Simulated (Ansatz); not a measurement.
Cost and result up the ladder for Li₃PS₄ (8 atoms). Charge 0, multiplicity 1. Geometry: r2SCAN-D4/def2-SVP.

Cartesian coordinates in Å:
```
Li -0.5162 0.8325 0.7550
Li 1.4558 -1.2613 0.4774
Li 2.8226 1.8751 2.0631
P -1.3681 -0.9764 -2.0179
S 0.4395 -1.7290 -1.6114
S 1.3210 0.3794 1.9505
S -2.5196 -0.3255 -0.1984
S -1.6350 1.2053 -1.4183
```

Ansatz on 4 threads of Arm Neoverse N1 on a shared host. Times are rough, and most runs start from the orbitals of an earlier one. PBE0-D4/def2-TZVP serves as the yardstick here, not as an exact answer. Binding counts from free atoms at the same level (Li doublet, P quartet, S triplet; other spins of the atoms weren't run), without zero-point energy or a counterpoise term.

Correlated methods freeze 25 core orbitals; core or outer-core shells of Li are correlated, in sets that lack core-valence functions. Another isomer (singlet) lies 1.96 eV lower at PBE0-D4/def2-TZVP; other spin states weren't run for this one.

Correlated methods converge slowly with the basis.

```tsv
level	functions	binding energy per atom (eV)	difference from PBE0-D4/def2-TZVP (eV)
r2SCAN-D4/def2-TZVP	227	2.88	0.03
PBE0-D4/def2-TZVP	227	2.85	0.00
B97M-V/def2-TZVP	227	2.94	0.10
CCSD(T)/def2-TZVP	227	2.64	-0.21
LDA (SPW92)/def2-TZVP	227	3.38	0.53
PBE-D4/def2-TZVP (with forces)	227	2.96	0.12
```

Problem. Estimate how long each takes.

Solution. LDA (SPW92)/def2-TZVP 2.7 s; PBE-D4/def2-TZVP (with forces) 6 s; PBE0-D4/def2-TZVP 9 s; r2SCAN-D4/def2-TZVP 13 s; B97M-V/def2-TZVP 23 s; CCSD(T)/def2-TZVP 3.7 min. On shared hardware such times vary by a factor of up to 3.
